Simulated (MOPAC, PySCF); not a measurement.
H2AlBr2N, SMILES `[NH2][Al]([Br])[Br]`, neutral singlet in the gas phase. 

Cartesian coordinates (Å):
```xyz
6

N      1.0550    -0.0390     0.0713
Al    -0.6908     0.0254    -0.0466
Br    -1.7194     2.0082    -0.3154
Br    -1.8891    -1.8751     0.0717
H      1.6580     0.7672     0.0273
H      1.5862    -0.8868     0.1918
```
Charge 0, spin multiplicity 1.

All levels are single points at this geometry (B3LYP-D3(BJ)/def2-TZVP); Pople sets use spherical d functions. Orbital energies aren't observables, and empty levels follow the basis.

HF/STO-3G in PySCF gives gap (eV) = 15.96.

Question: Estimate the gap (eV) from each of these levels: B3LYP-D3(BJ)/def2-TZVP in PySCF; PBE-D3(BJ)/def2-TZVP in PySCF; B3LYP/3-21G in PySCF; B3LYP/6-311+G** (LANL2DZ on Br) in PySCF; B3LYP/6-31G* in PySCF; BP86/6-31G* in PySCF; M06-2X/6-31G* in PySCF; PBE/6-31G* in PySCF; SVWN5/6-31G* in PySCF; HF/6-31G* in PySCF; AM1 in MOPAC; PM7 in MOPAC.

Answer: 
```csv
level,gap (eV)
B3LYP-D3(BJ)/def2-TZVP in PySCF,6.61
PBE-D3(BJ)/def2-TZVP in PySCF,4.90
B3LYP/3-21G in PySCF,6.45
B3LYP/6-311+G** (LANL2DZ on Br) in PySCF,6.47
B3LYP/6-31G* in PySCF,6.50
BP86/6-31G* in PySCF,4.81
M06-2X/6-31G* in PySCF,9.10
PBE/6-31G* in PySCF,4.77
SVWN5/6-31G* in PySCF,4.70
HF/6-31G* in PySCF,13.52
AM1 in MOPAC,9.49
PM7 in MOPAC,10.16
```
